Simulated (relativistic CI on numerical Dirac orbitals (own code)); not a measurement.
# Co4+: 3s photoemission

Computed with this model: Dirac-Coulomb-Breit CI, KLI orbitals optimised for each configuration, model QED (radiative potential, 1s self-energy scaled to tabulated hydrogen-like ionisation energies), valence Slater integrals scaled by 0.8, multiplet model of photoemission in the sudden approximation; configurations [Ar] 3d5 → [Ne] 3s 3p6 3d5; 300 K; Lorentzian 2.1 eV and Gaussian 0.6 eV FWHM. Energies are those of the free ion, without screening or charge transfer. The energies are binding energies and can lie tens of eV above those of solids. Without intra-shell correlation the exchange splitting of an s hole comes out too large, often by half or more. S is read from ⟨S²⟩ = S(S + 1).

Field parameters in Wybourne normalisation: Oh B⁴₀ = 21Dq, B⁴₄ = √(5/14) B⁴₀. The field is a parameter set, without covalency.

free ion: ground-state S = 2.50, centroid 182.86 eV. Peaks (eV, height): 177.2 (100), 190.8 (71).

Oh, 10Dq = 31400 cm⁻¹: ground-state S = 0.51, centroid 183.33 eV. Peaks (eV, height): 182.2 (100), 186.8 (37).

Strongest unbroadened transitions for free ion:

```json
{"Energy (eV)": "177.26", "Relative strength": "100.0"}
{"Energy (eV)": "184.61", "Relative strength": "0.0"}
{"Energy (eV)": "190.71", "Relative strength": "71.3"}
{"Energy (eV)": "193.34", "Relative strength": "0.0"}
{"Energy (eV)": "193.69", "Relative strength": "0.0"}
```
